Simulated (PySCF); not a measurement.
## Ag⁺ (silver, charge +1): UHF calculation

Configuration: [Kr] 4d10, closed-shell 1S. Calculation: PySCF 2.14, in cc-pVDZ-PP with ECP28MDF (4s4p3d1f, 38 functions); scalar relativity through the core potential.

```
Total energy             : -145.820491 hartree
One-electron energy      : -255.6225 hartree
Hartree (Coulomb) energy : 123.0236 hartree
Exchange energy          : -13.2216 hartree
⟨S²⟩                     : 0.0000
⟨L²⟩                     : 0.000
Sum of ⟨r⟩               : 21.82 bohr
Sum of ⟨r²⟩              : 31.75 bohr²
Time after the integrals : 0.08 s of wall time on 1 thread of Neoverse-V2 (shared host)
```

```
shell  electrons  mean orbital energy (hartree)  rms radius, mean of both spins (bohr)
   4s          2                       -4.65355                                  0.984
   4p          6                       -3.10617                                   1.08
   4d         10                       -0.80744                                   1.51
```

Energies and moments cover only the electrons outside the core potential.
